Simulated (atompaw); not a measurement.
## How hard is this H (Z = 1) PAW (atompaw) potential?

| Property | Result |
| --- | --- |
| Element | hydrogen |
| Generator | atompaw 4.2.0.5 |
| Type | PAW |
| Functional | PBE |
| Relativity | non-relativistic |
| Frozen core | none |
| Valence charge | 1 |
| Reference configuration | 1s0.5 (charge +0.5) |
| Partial waves | 1s (bound): rc 1.25 bohr; 1s channel at -0.5 Ry: rc 1.25 bohr |
| Local potential | bessel scheme, radius 0.85 bohr |
| Core correction | none |
| Augmentation charge | sinc compensation charge, radius 1.05 bohr; PAW radius 1.25 bohr; waves and projectors: custom rrkj vanderbiltortho |

The pseudo-atom Hamiltonian at the reference potential is diagonalised in spherical Bessel functions j_l(qr) that vanish at 20 bohr, with q² up to the cutoff. All-electron valence levels (Ry): 1s -0.9320.

**Question.** How do the lowest levels (Ry) of each channel move with the cutoff, and are there ghosts?

**Answer.**

```tsv
cutoff (Ry)	s #1	s #2	p #1	d #1	d #2	f #1	f #2	Σ f·Δε (mRy)
8	-0.8839	-0.1243	-0.1195	-0.0093	0.0839	0.0426	0.1694	24.1
10	-0.9021	-0.1263	-0.1196	-0.0093	0.0839	0.0426	0.1694	15.0
15	-0.9218	-0.1285	-0.1197	-0.0093	0.0839	0.0426	0.1694	5.1
18	-0.9281	-0.1292	-0.1197	-0.0093	0.0839	0.0426	0.1694	2.0
25	-0.9311	-0.1295	-0.1197	-0.0093	0.0839	0.0426	0.1694	0.4
30	-0.9318	-0.1296	-0.1197	-0.0093	0.0839	0.0426	0.1694	0.1
400	-0.9320	-0.1296	-0.1197	-0.0093	0.0839	0.0426	0.1694	0.0
```

Result: no extra level below or beside the all-electron valence levels (s, p, d, f tested); 10 mRy is reached at 12 Ry and 1 mRy at 21 Ry.
